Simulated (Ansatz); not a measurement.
Cl$_{2}$F$_{4}$W (`[F][W]([F])([F])([F])([Cl])[Cl]`). Total charge 0; spin multiplicity 1. Correlated methods include outer-core shells of W, which these sets cover unevenly. W takes the def2 core potential.

```xyz
7

F    -0.221    1.544    0.977
W    -0.020   -0.022    0.036
F     0.133   -1.641   -0.821
F     0.548   -0.837    1.592
F    -1.736   -0.491    0.529
Cl   -0.829    0.948   -1.843
Cl    2.124    0.501   -0.470
```

(1) Give the diagnostics of a CCSD(T)/def2-TZVPP run (frozen core, the Gaussian-basis code of Ansatz). (Best estimate.)

Results:

(1) The calculation gave: T1 = 0.0218, largest single amplitude 0.080, largest double 0.029, (T) share of the correlation energy 4.5 %, 13 CCSD cycles. The RHF solution is stable towards an unrestricted one. T1 lies over the customary mark of 0.02 for closed shells; compounds of d metals often pass it without a breakdown.
